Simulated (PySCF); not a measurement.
**How methods differ on the electron affinity of Se**

Se⁻ [Ar] 3d10 4s2 4p5 (2P) → Se [Ar] 3d10 4s2 4p4 (3P), as a difference of total energies. All numbers are calculated (PySCF 2.14, the spin-free X2C one-electron Hamiltonian (Gaussian nucleus), in x2c-TZVPPall with one added diffuse shell each of s, p, d type (7s6p5d1f, 57 functions)). Correlated levels: valence and next inner shell: [Ne] frozen. The calculations carry no spin-orbit coupling.

Task: Order these methods by the electron affinity they give, lowest first.
A. UHF
B. MP2 (valence and next inner shell)
C. CCSD(T) (valence and next inner shell)
D. CCSD (valence and next inner shell)

Result: A (0.929 eV), D (1.790 eV), B (1.836 eV), C (1.857 eV).

A first-order spin-orbit estimate (lowest level to lowest level, LS coupling) adds -0.015 eV.

Errors of the correlated levels include the incompleteness of this basis and the frozen core.

For comparison: 2.021 eV (measured; photodetachment measurements, as compiled on the Wikipedia data page of electron affinities).
